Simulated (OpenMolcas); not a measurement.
Levels of V²⁺ by method

```
Program             : OpenMolcas
Basis               : ANO-RCC-VDZP [5s4p2d1f]
Scalar Hamiltonian  : DKH2, point nucleus
Active space        : 3 electrons in 9 orbitals (RAS2 3d 4s; RAS3 4p, at most 2 electrons)
State averaging     : 2S+1 = 4 even, 20 roots; 2S+1 = 2 even, 65 roots kept (CI in the orbitals of an earlier block); 2S+1 = 4 odd, 30 roots; 2S+1 = 2 odd, 65 roots kept (CI in the orbitals of an earlier block)
Spin-orbit coupling : RASSI with atomic mean-field integrals over the reference wave functions, term energies averaged over their components
```

Methods on the same reference wave functions:
A. RASSCF
B. SS-RASPT2, IPEA 0.25 Eh, imaginary shift 0.1 Eh (closed shells correlated: 3s 3p)
C. MS-RASPT2, IPEA 0.25 Eh, imaginary shift 0.1 Eh (closed shells correlated: 3s 3p)

Energies in cm⁻¹ above 3d³ ⁴F_3/2, the measured ground level; measured values from Sugar and Corliss, J. Phys. Chem. Ref. Data 7, 1191 (1978).

```json
{"Level": "3d³ ⁴F_3/2", "A": "0.0", "B": "0.0", "C": "0.0", "Measured": "0.0"}
{"Level": "3d³ ⁴F_5/2", "A": "168", "B": "169", "C": "169", "Measured": "146"}
{"Level": "3d³ ⁴F_7/2", "A": "398", "B": "400", "C": "400", "Measured": "342"}
{"Level": "3d³ ⁴F_9/2", "A": "688", "B": "689", "C": "689", "Measured": "584"}
{"Level": "3d³ ⁴P_1/2", "A": "15293", "B": "11870", "C": "11870", "Measured": "11514"}
{"Level": "3d³ ⁴P_3/2", "A": "15372", "B": "11950", "C": "11950", "Measured": "11592"}
{"Level": "3d³ ²G_7/2", "A": "15491", "B": "12810", "C": "12810", "Measured": "11966"}
{"Level": "3d³ ⁴P_5/2", "A": "15560", "B": "12140", "C": "12140", "Measured": "11770"}
{"Level": "3d³ ²G_9/2", "A": "15742", "B": "13070", "C": "13070", "Measured": "12187"}
{"Level": "3d³ ²P_1/2", "A": "20342", "B": "16280", "C": "16280", "Measured": "15580"}
{"Level": "3d³ ²P_3/2 [74 %]", "A": "20451", "B": "16270", "C": "16270", "Measured": "15550"}
{"Level": "3d³ ²H_9/2", "A": "20732", "B": "18310", "C": "18310", "Measured": "16811"}
{"Level": "3d³ ²H_11/2", "A": "20927", "B": "18500", "C": "18500", "Measured": "16978"}
{"Level": "3d³ ²D_3/2(1) [75 %]", "A": "22074", "B": "17200", "C": "17180", "Measured": "16330"}
{"Level": "3d³ ²D_5/2(1)", "A": "22271", "B": "17270", "C": "17270", "Measured": "16375"}
{"Level": "3d³ ²F_7/2", "A": "35726", "B": "29150", "C": "29150", "Measured": "27728"}
{"Level": "3d³ ²F_5/2", "A": "35834", "B": "29250", "C": "29250", "Measured": "27847"}
{"Level": "3d² 4s ⁴F_3/2", "A": "45560", "B": "44490", "C": "44490", "Measured": "43942"}
{"Level": "3d² 4s ⁴F_5/2", "A": "45723", "B": "44660", "C": "44660", "Measured": "44110"}
{"Level": "3d² 4s ⁴F_7/2", "A": "45954", "B": "44890", "C": "44890", "Measured": "44346"}
{"Level": "3d² 4s ⁴F_9/2", "A": "46251", "B": "45180", "C": "45190", "Measured": "44647"}
{"Level": "3d² 4s ²F_5/2", "A": "51569", "B": "49000", "C": "49000", "Measured": "49328"}
{"Level": "3d² 4s ²F_7/2", "A": "52030", "B": "49460", "C": "49460", "Measured": "49805"}
{"Level": "3d³ ²D_5/2(2)", "A": "55451", "B": "44560", "C": "44560", "Measured": "42267"}
```

Deviations, from unrounded energies. A percentage is the sum of absolute deviations over the sum of measured energies, with the sign that they share, or ± where signs differ.

```
                        Against measurement  Levels      A      B      C
             mean absolute deviation (cm-1)      23   3800    750    750
      fine structure of the ground term (%)       3  +17.1  +17.4  +17.5
other terms of the ground configuration (%)      14  +30.2   +5.6   +5.5
                   other configurations (%)       6   +4.0   ±1.0   ±1.0
```

B, C lie about equally close to measurement and A furthest from it. The largest miss of C in the table is 3d³ ²D_5/2(2), by +2300 cm-1. The ranking rests on the paired levels alone, and a cruder setting can come out closer through cancelling errors.

Between B and C the level of the table that moves most is 3d³ ²D_3/2(1) [75 %], by 11 cm-1 (lowest in C, highest in B). Moves below CASPT2's spread within the term are not significant.

The two smallest mean deviations differ by little beside CASPT2's spread within terms, so their order carries little weight.

From A to B the spin-free energies of the other terms of 3d³ shown, above ⁴F, scale by factors of 0.77 to 0.88, as is usual when dynamic correlation screens the repulsion within a d or f shell.

The lowest spin-free term lies below A's lowest term by 0.240 hartree in B, 0.240 hartree in C.

Term energies are means over components that CASPT2 splits; among the terms shown or strongly mixed into the levels shown the widest spread is 1400 cm-1 (3d² 4s ²F, C). Terms from blocks run as CI alone lack orbitals of their own. A single d shell beside an s shell can misplace configurations of different d count against each other. Without dynamic correlation excited terms often stand tens of per cent too high (terms of higher spin than the ground term too low), and those without a measured partner can miss by more than the paired ones (holds for A). Some levels mix across a computed gap that differs much from the measured one, so their mixing is not that of the real levels (holds for A). The CASPT2 spread within a term exceeds the gap to the next term for 3d³ ²D(2) and 3d² 4s ⁴F, so the order of their levels is uncertain, and so are names and mixing where such terms share a J (holds for B; C). Measured partners are found by configuration, term and J. A level has none where our copy of the source lacks it or the pairing is in doubt (some pairs that miss far off the trend of their configuration count as doubtful), and it then counts in no deviation. Only configurations of the active space appear. The table leaves out levels that lie high or whose names do not pair safely across all columns.

A share in square brackets marks a mixed level and gives the weight of the term that names it, the lowest over the columns. A number in round brackets counts repeated terms of one configuration in the order of the reference energies.
